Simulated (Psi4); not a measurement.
Two rigid molecules brought together: C3H6O ··· H4OSi (SMILES CC(C)=O and O[SiH3]). Monomers: optimised at B3LYP-D3(BJ) (def2-TZVP), held rigid. Orientation: lowest of the rigid-body minima from ten starts at GFN2-xTB. Only R, the distance of the centres of mass, is varied, so the lowest point isn't the relaxed dimer.

Level of theory: Psi4 with SAPT0/jun-cc-pVDZ, frozen core.

Components in kJ/mol:

```csv
R / Å,electrostatics,exchange,induction,dispersion,total
3.74,-158.90,297.22,-86.83,-38.29,13.21
3.89,-117.44,188.50,-56.49,-28.18,-13.60
4.13,-73.64,88.26,-28.09,-17.41,-30.88
4.32,-52.60,47.47,-16.25,-12.05,-33.43
4.48,-40.71,27.85,-10.37,-8.94,-32.17
4.68,-30.52,14.13,-6.05,-6.26,-28.70
5.06,-19.05,3.80,-2.39,-3.33,-20.97
5.36,-13.88,1.32,-1.25,-2.11,-15.92
5.85,-8.94,0.23,-0.51,-1.07,-10.29
6.51,-5.43,0.02,-0.20,-0.49,-6.09
7.53,-2.87,0.00,-0.06,-0.18,-3.10
8.85,-1.46,0.00,-0.02,-0.06,-1.54
```
